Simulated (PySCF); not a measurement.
Isomers of C6H15OP, from PBE0-D3(BJ)/def2-SVP geometry optimisation, gas phase (PySCF 2.14.0). One conformer each, no zero-point energy, no frequencies.

Question: Which is lowest in electronic energy at this level?
A. `[CH3:1][CH2:2][C@@H:3]([CH3:4])[P@H:5](=[O:6])[CH2:7][CH3:8]` with C1–C2–C3–C4 -179°, C2–C3–P5–O6 -47°, C3–P5–C7–C8 -177°: A = 2657, B = 1062, C = 898.4 MHz, dipole 3.73 D
B. `[CH3:1][CH2:2][P:3](=[O:4])([CH2:5][CH3:6])[CH2:7][CH3:8]` with C1–C2–P3–O4 -54°, C2–P3–C5–C6 179°, C2–P3–C7–C8 57°: A = 1995, B = 1340, C = 1051 MHz, dipole 4.01 D
C. `[CH3:1][CH2:2][CH2:3][PH:4][CH2:5][CH2:6][O:7][CH3:8]` with C1–C2–C3–P4 64°, C2–C3–P4–C5 168°, C3–P4–C5–C6 60°, P4–C5–C6–O7 39°, C5–C6–O7–C8 68°: A = 2702, B = 857.5, C = 786.0 MHz, dipole 1.49 D

Answer: B. That is triethylphosphine oxide (`CCP(=O)(CC)CC`), 9.0 kcal/mol below the next.

| SMILES | mapped SMILES | E (Eh) | relative (kcal/mol) | relative (kJ/mol) | dipole (D) |
| --- | --- | --- | --- | --- | --- |
| CCP(=O)(CC)CC | [CH3:1][CH2:2][P:3](=[O:4])([CH2:5][CH3:6])[CH2:7][CH3:8] | -653.46739 | 0.0 | 0.0 | 4.01 |
| CC[C@@H](C)[P@H](=O)CC | [CH3:1][CH2:2][C@@H:3]([CH3:4])[P@H:5](=[O:6])[CH2:7][CH3:8] | -653.45310 | 9.0 | 37.5 | 3.73 |
| CCCPCCOC | [CH3:1][CH2:2][CH2:3][PH:4][CH2:5][CH2:6][O:7][CH3:8] | -653.40742 | 37.6 | 157.4 | 1.49 |

As drawn, the lowest has a P=O bond, which the highest lacks.
